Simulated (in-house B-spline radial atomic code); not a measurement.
## Ionising Au⁴⁺ with different functionals

Computed with a B-spline radial code for spherical atoms: scalar-relativistic (spin-free X2C) Hamiltonian, Fermi nucleus of rms radius 5.4371 fm, spin-polarised at highest spin, spherical fractional occupations for the functionals, the average over the highest-spin determinants for Hartree-Fock. The ionisation energy is the difference of two self-consistent energies, [Xe] 4f14 5d7 → [Xe] 4f14 5d6, without Breit or QED terms; ε is the level of the shell that loses the electron (its least bound occupied spin orbital). There is no spin-orbit coupling in this Hamiltonian.

Hybrids are left out here: with spherical fractional occupations of an open shell their exact exchange keeps a self-interaction that integer-occupation calculations don't have.

```
           method          rung  ΔSCF (eV)  -ε(5d) (eV)
     Hartree-Fock  Hartree-Fock      58.96        60.02
         LDA VWN5           LDA      61.33        54.05
         LDA PW92           LDA      61.32        54.05
LDA exchange-only           LDA      59.28        52.11
              PBE           GGA      60.80        53.57
           PBEsol           GGA      60.86        53.63
             BLYP           GGA      60.78        53.52
             RPBE           GGA      60.68        53.46
             PW91           GGA      60.92        53.68
             BP86           GGA      60.97        53.73
             AM05           GGA      60.92        53.68
             OLYP           GGA      60.86        53.61
             TPSS      meta-GGA      60.67        53.45
             SCAN      meta-GGA      60.55        53.41
           r2SCAN      meta-GGA      60.54        53.43
          revTPSS      meta-GGA      60.64        53.43
```

Q: How do they compare with the NIST value?

A: NIST lists 60 eV ± 1.9 (tabulated theory, ground level to ground level). Errors run from -1.04 to +1.33 eV; all lie within about twice that uncertainty, so the table can't rank the methods. Hartree-Fock also lacks correlation.
